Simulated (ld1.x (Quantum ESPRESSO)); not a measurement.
# gold: one change to a TM potential, before and after

ld1.x (Quantum ESPRESSO) 7.5 input, shortened:

```
&input
   title='Au', zed=79., rel=1, dft='PBE', iswitch=3,
   config='[Xe] 4f14 5d10 6s0 6p0'
 /
 &inputp
   pseudotype=2, tm=.true., lloc=-2, rcloc=1.55,
   nlcc=.false.
 /
3
6S  1  0   0.00   0.00  2.25  2.25  0.0
6P  2  1   0.00   0.00  2.65  2.65  0.0
5D  3  2  10.00   0.00  2.05  2.05  0.0
 &test
   configts(1)='5d10 6s0 6p0'
 /
```

All-electron outer shells of the reference configuration (PBE, scalar-relativistic, ld1.x):

```csv
shell,level (eV),outermost node (bohr),outermost maximum (bohr)
5p,-68.34,0.52,0.96
5d,-15.33,0.56,1.21
6s,-13.21,1.11,2.24
6p,-6.71,1.31,3.06
```

Change: wave 5d (bound): rc 2.05 bohr becomes 5d (bound): rc 1.26 bohr.

Cutoffs: the cutoffs (Ry, on a coarse ladder) from which the occupation-weighted sum of valence levels, in a spherical-Bessel basis at the reference potential, stays within 10 and 1 mRy of its value at 400 Ry; they do not see the model core or the augmentation charge, which bear on the density cutoff. Errors are all-electron minus pseudo energies relative to the spin-unpolarised reference configuration.

Problem. What does the change do?

Solution. The potential gets harder (45 Ry and 60 Ry → 60 Ry and 90 Ry); both files keep a bound ghost (s); the errors of the 7 common tests hardly move. A smaller radius makes the pseudo-wave follow the all-electron one further in, where it bends more sharply, so more plane waves are needed.

| quantity | base | changed |
| --- | --- | --- |
| cutoff, loose | 45 Ry | 60 Ry |
| cutoff, tight | 60 Ry | 90 Ry |
| bound ghosts | s | s |
| error for 5d10 6s1 6p0, meV [ΔE -9.41 eV] | +8.8 | +8.7 |
| error for 5d9 6s0 6p0, meV [ΔE 21.21 eV] | -15 | -14 |
| error for 5d8 6s0 6p0, meV [ΔE 55.09 eV] | -92 | -92 |
| error for 5d10 6s0.5 6p0, meV [ΔE -5.64 eV] | +4.1 | +4.1 |
| error for 5d9 6s1 6p0, meV [ΔE 2.72 eV] | -46 | -47 |
| error for 5d9 6s1 6p1, meV [ΔE -1.91 eV] | -61 | -62 |
| error for 5d9 6s2 6p0, meV [ΔE -7.72 eV] | -55 | -56 |
| s: phases at 2.89 bohr within 0.05 rad from the reference energy up to (Ry; the scan ends near 5) | n/a | n/a |
| p: phases at 2.89 bohr within 0.05 rad from the reference energy up to (Ry; the scan ends near 5) | 0.0 | 0.0 |
| d: phases at 2.89 bohr within 0.05 rad from the reference energy up to (Ry; the scan ends near 5) | to the end of the scan | to the end of the scan |

Base: These tests converged, but a pseudo level misses the all-electron one widely, so the file describes the atom poorly there or has found another state: 5d8 6s0 6p0: empty 6s by 3.8 eV (a node warning on the way). Changed file: These tests converged, but a pseudo level misses the all-electron one widely, so the file describes the atom poorly there or has found another state: 5d8 6s0 6p0: empty 6s by 3.8 eV (a node warning on the way). A true bound ghost makes a file unfit for plane-wave use even where its test errors are small: the radial tests pick states by their node count and pass the ghost by.
